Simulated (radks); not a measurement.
Results of a calculation; reference values are marked as such.
In, configuration [Kr] 4d9 5s2 5p2 (not the ground configuration).

Level of theory: Dirac Kohn-Sham, LDA (Slater exchange, Perdew-Wang correlation), spin-unpolarised, spherical densities, point nucleus; open shells are shared between the two j in proportion to 2j + 1 (a radial shooting solver on a logarithmic mesh with Libxc functionals).

Energy parts (hartree):
| part | energy |
|---|---|
| total | -5877.35420 |
| kinetic | 6174.37677 |
| electron-nucleus | -14257.17485 |
| Hartree | 2359.73884 |
| exchange-correlation | -154.29496 |

Orbitals (lengths in bohr, moments of r in powers of bohr; <r^-3> diverges for s and p1/2):
orbital      occ.  eigenvalue (hartree)  <r^-3>
1s1/2           2             -1018.352       -
2s1/2           2             -152.7054       -
2p1/2           2             -142.5041       -
2p3/2           4             -134.7662    4015
3s1/2           2             -29.17646       -
3p1/2           2             -25.05475       -
3p3/2           4             -23.65683   738.5
3d3/2           4             -16.33996   115.3
3d5/2           6             -16.05316   108.0
4s1/2           2              -4.63004       -
4p1/2           2              -3.27409       -
4p3/2           4              -3.02321   132.5
4d3/2         3.6              -0.91115   13.93
4d5/2         5.4              -0.87738   12.89
5s1/2           2              -0.38614       -
5p1/2    0.666667              -0.15227       -
5p3/2     1.33333              -0.13630   8.281
6s1/2           0              -0.01651       -

The highest occupied level is 5p3/2 at -3.709 eV. Summed over all electrons, <r^2> = 62.60 bohr^2, which gives a Langevin (diamagnetic) susceptibility term of -49.6 x 10^-6 cm^3/mol. The density falls to 0.001 e/bohr^3 at r = 4.77 bohr.
